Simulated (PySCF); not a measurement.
A series of related molecules.

All values: PBE0/pcSseg-1 (PySCF) at GFN2-xTB geometries, gas phase, one conformer each.

Question: Rank by dipole moment, highest first.
A. `[CH2:1]=[CH:2][CH2:3][Si@@H:4]([Cl:5])[S:6][C:7]([CH3:8])=[S:9]` with C1–C2–C3–Si4 112°, C2–C3–Si4–Cl5 55°, C3–Si4–S6–C7 -65°, Si4–S6–C7–C8 -176°
B. `[CH3:1][CH2:2][CH2:3][Si@@H:4]([Cl:5])[S:6][C:7]([CH3:8])=[S:9]` with C1–C2–C3–Si4 -179°, C2–C3–Si4–Cl5 62°, C3–Si4–S6–C7 173°, Si4–S6–C7–C8 178°
C. `[CH3:1][C:2]#[C:3][Si@@H:4]([Cl:5])[S:6][C:7]([CH3:8])=[S:9]` with C3–Si4–S6–C7 67°, Si4–S6–C7–C8 -179°
D. `[CH3:1][C:2](=[S:3])[S:4][SiH:5]([Cl:6])[Cl:7]` with C1–C2–S4–Si5 176°, C2–S4–Si5–Cl6 -70°
E. `[CH:1]#[C:2][Si@@H:3]([Cl:4])[S:5][C:6]([CH3:7])=[S:8]` with C2–Si3–S5–C6 67°, Si3–S5–C6–C7 180°
F. `[CH3:1][C:2](=[S:3])[S:4][Si@@H:5]([Cl:6])[S:7][SiH3:8]` with C1–C2–S4–Si5 179°, C2–S4–Si5–Cl6 71°, S4–Si5–S7–Si8 -178°

Answer: B (2.41 D), C (2.26 D), A (1.80 D), D (1.53 D), E (1.38 D), F (0.77 D).

Question: Rank by LUMO energy, lowest first.
A. `CC(=S)S[SiH](Cl)Cl`
B. `CC(=S)S[Si@@H](Cl)C(C)C`
C. `CC(=S)S[Si@@H](Cl)C[SiH3]`

Answer: A (-2.36 eV), C (-2.21 eV), B (-2.06 eV).

All values together:

```tsv
SMILES	change	formula	μ (D)	HOMO (eV)	LUMO (eV)	lowest IAO charge (e)	highest IAO charge (e)	lowest Hirshfeld charge (e)	highest Hirshfeld charge (e)
CC(=S)S[SiH2]Cl	parent	C2H5ClS2Si	1.65	-6.70	-2.21	-0.432 (C)	+0.722 (Si)	-0.122 (C)	+0.309 (Si)
CCC[Si@@H](Cl)SC(C)=S	H on Si replaced by nPr	C5H11ClS2Si	2.41	-6.52	-2.04	-0.547 (C)	+0.851 (Si)	-0.162 (C)	+0.331 (Si)
CC(=S)S[Si@@H](Cl)C(C)C	H on Si replaced by iPr	C5H11ClS2Si	2.37	-6.53	-2.06	-0.432 (C)	+0.836 (Si)	-0.123 (C)	+0.328 (Si)
CC(=S)S[Si@@H](Cl)C[SiH3]	H on Si replaced by CH2SiH3	C3H9ClS2Si2	1.06	-6.75	-2.21	-0.829 (C)	+0.858 (Si)	-0.251 (C)	+0.330 (Si)
C=CC[Si@@H](Cl)SC(C)=S	H on Si replaced by allyl	C5H9ClS2Si	1.80	-6.59	-2.18	-0.541 (C)	+0.856 (Si)	-0.158 (C)	+0.341 (Si)
CC(=S)S[Si@@H](Cl)S[SiH3]	H on Si replaced by SSiH3	C2H7ClS3Si2	0.77	-6.77	-2.27	-0.433 (C)	+0.755 (Si)	-0.181 (S)	+0.308 (Si)
C#C[Si@@H](Cl)SC(C)=S	H on Si replaced by ethynyl	C4H5ClS2Si	1.38	-6.74	-2.18	-0.433 (C)	+0.879 (Si)	-0.168 (C)	+0.340 (Si)
CC#C[Si@@H](Cl)SC(C)=S	H on Si replaced by propynyl	C5H7ClS2Si	2.26	-6.56	-2.05	-0.442 (C)	+0.880 (Si)	-0.199 (C)	+0.333 (Si)
CC(=S)S[SiH](Cl)Cl	H on Si replaced by Cl	C2H4Cl2S2Si	1.53	-6.87	-2.36	-0.434 (C)	+0.865 (Si)	-0.121 (C)	+0.317 (Si)
```

Conformers: `[CH3:1][C:2](=[S:3])[S:4][SiH2:5][Cl:6]` with C1–C2–S4–Si5 178°, C2–S4–Si5–Cl6 -72°; `[CH3:1][CH2:2][CH2:3][Si@@H:4]([Cl:5])[S:6][C:7]([CH3:8])=[S:9]` with C1–C2–C3–Si4 -179°, C2–C3–Si4–Cl5 62°, C3–Si4–S6–C7 173°, Si4–S6–C7–C8 178°; `[CH3:1][C:2](=[S:3])[S:4][Si@@H:5]([Cl:6])[CH:7]([CH3:8])[CH3:9]` with C1–C2–S4–Si5 -178°, C2–S4–Si5–Cl6 70°, S4–Si5–C7–C8 178°; `[CH3:1][C:2](=[S:3])[S:4][Si@@H:5]([Cl:6])[CH2:7][SiH3:8]` with C1–C2–S4–Si5 -179°, C2–S4–Si5–Cl6 171°, S4–Si5–C7–Si8 -56°; `[CH2:1]=[CH:2][CH2:3][Si@@H:4]([Cl:5])[S:6][C:7]([CH3:8])=[S:9]` with C1–C2–C3–Si4 112°, C2–C3–Si4–Cl5 55°, C3–Si4–S6–C7 -65°, Si4–S6–C7–C8 -176°; `[CH3:1][C:2](=[S:3])[S:4][Si@@H:5]([Cl:6])[S:7][SiH3:8]` with C1–C2–S4–Si5 179°, C2–S4–Si5–Cl6 71°, S4–Si5–S7–Si8 -178°; `[CH:1]#[C:2][Si@@H:3]([Cl:4])[S:5][C:6]([CH3:7])=[S:8]` with C2–Si3–S5–C6 67°, Si3–S5–C6–C7 180°; `[CH3:1][C:2]#[C:3][Si@@H:4]([Cl:5])[S:6][C:7]([CH3:8])=[S:9]` with C3–Si4–S6–C7 67°, Si4–S6–C7–C8 -179°; `[CH3:1][C:2](=[S:3])[S:4][SiH:5]([Cl:6])[Cl:7]` with C1–C2–S4–Si5 176°, C2–S4–Si5–Cl6 -70°.

Q: Give the shifts from the parent, `CC(=S)S[SiH2]Cl`.

A: 
| SMILES | change in μ (D) | change in HOMO (eV) | change in LUMO (eV) |
| --- | --- | --- | --- |
| CCC[Si@@H](Cl)SC(C)=S | +0.76 | +0.18 | +0.17 |
| CC(=S)S[Si@@H](Cl)C(C)C | +0.72 | +0.17 | +0.15 |
| CC(=S)S[Si@@H](Cl)C[SiH3] | -0.59 | -0.05 | 0.00 |
| C=CC[Si@@H](Cl)SC(C)=S | +0.15 | +0.11 | +0.03 |
| CC(=S)S[Si@@H](Cl)S[SiH3] | -0.88 | -0.07 | -0.06 |
| C#C[Si@@H](Cl)SC(C)=S | -0.27 | -0.04 | +0.03 |
| CC#C[Si@@H](Cl)SC(C)=S | +0.61 | +0.14 | +0.16 |
| CC(=S)S[SiH](Cl)Cl | -0.12 | -0.17 | -0.15 |
